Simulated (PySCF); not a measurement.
CH₈OSi₂Te.
Atom-mapped SMILES: `[CH3:1][O:2][SiH2:3][Te:4][SiH3:5]` (hydrogens: H6, H7, H8 on C1; H9, H10 on Si3; H11, H12, H13 on Si5)

Method used: PBE0-D3(BJ)/def2-SVP geometry optimisation, gas phase, def2 core potentials past Kr in PySCF.

(1) Give the optimised bond lengths and angles.

## Answers

(1) 
```tsv
bond	length (bohr)
C1–O2	2.651
O2–Si3	3.151
Si3–Te4	4.712
Te4–Si5	4.746
C1–H6, C1–H7, C1–H8	2.085
Si3–H9, Si3–H10	2.826
Si5–H11, Si5–H12, Si5–H13	2.818
```

Bonds in one row agree within 0.02 bohr and their mean is given. A selection of angles:
```tsv
angle	degrees
O2–C1–H6	111.8
O2–C1–H7	108.5
H6–C1–H7	108.1
C1–O2–Si3	125.5
O2–Si3–Te4	103.4
O2–Si3–H9	110.3
O2–Si3–H10	111.3
Te4–Si3–H9	112.3
H9–Si3–H10	108.2
Si3–Te4–Si5	89.5
Te4–Si5–H11	111.7
Te4–Si5–H13	103.5
H11–Si5–H12	111.1
H11–Si5–H13	109.1
```

Torsions: C1–O2–Si3–Te4 179° (antiperiplanar); O2–Si3–Te4–Si5 -10° (synperiplanar). The mirror-image conformer, all signs reversed, is as good.

O2 (silyl ether oxygen) is bent (angle 125.5°). Si3 (oxygen-bound silicon) is distorted tetrahedral (angles from 103.4° to 112.3°). Si5 (SiH3 silicon) is distorted tetrahedral (angles from 103.5° to 112.1°).

Point group: C1 (no symmetry element, even within 0.4 Å). PBE0-D3(BJ)/def2-SVP frequencies: not computed here. One conformer, not necessarily the lowest.
